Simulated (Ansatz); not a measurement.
`[OH][Al]([OH])[OH]`. Charge 0, multiplicity 1. The geometry is a stationary point of PBE0-D4/def2-TZVP. It is one conformer, not always the lowest.

```xyz
7

O    -0.538   -1.357   -0.849
Al    0.000    0.000    0.000
O     1.616    0.478   -0.109
O    -1.078    0.880    0.957
H     0.041   -1.880   -1.400
H     1.958    1.239    0.356
H    -1.999    0.641    1.044
```

Problem. What is the dipole moment at PBE/def2-TZVPP? (Estimate.)

Solution. Computed: 0.00 D, zero by symmetry or nearly so.

Problem. Give the Mulliken charges with PBE, ωB97M-V, B3LYP in def2-TZVPP. (Estimate.)

Solution. The calculation gave: 
```json
{"atom": "O1", "PBE": "-0.38", "ωB97M-V": "-0.41", "B3LYP": "-0.42"}
{"atom": "Al2", "PBE": "0.61", "ωB97M-V": "0.72", "B3LYP": "0.73"}
{"atom": "O3", "PBE": "-0.38", "ωB97M-V": "-0.41", "B3LYP": "-0.42"}
{"atom": "O4", "PBE": "-0.38", "ωB97M-V": "-0.41", "B3LYP": "-0.42"}
{"atom": "H5", "PBE": "0.18", "ωB97M-V": "0.17", "B3LYP": "0.18"}
{"atom": "H6", "PBE": "0.18", "ωB97M-V": "0.17", "B3LYP": "0.18"}
{"atom": "H7", "PBE": "0.18", "ωB97M-V": "0.17", "B3LYP": "0.18"}
```

B3LYP here is the variant with VWN-RPA as its local correlation; programs differ in this.
